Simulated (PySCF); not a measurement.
## Correlation energy of P²⁺ (phosphorus, charge +2)

[Ne] 3s2 3p1, 2P determinant. Computed with PySCF 2.14 in x2c-QZVPPall, with scalar relativity by spin-free X2C-1e. Frozen: 1s2; 11 electrons correlated.

```json
{"level": "CCSD", "correlation energy (mhartree)": "-252.56"}
{"level": "(T)", "correlation energy (mhartree)": "-3.25"}
{"level": "CCSD(T)", "correlation energy (mhartree)": "-255.81"}
```

Diagnostics: T1 = 0.0075, D1 = 0.0300, largest double amplitude 0.100.

Cost of the coupled-cluster step: of the order of 19 core-seconds, for 11 correlated electrons.

This basis was not built for core-valence correlation, so the inner-shell part is incomplete.
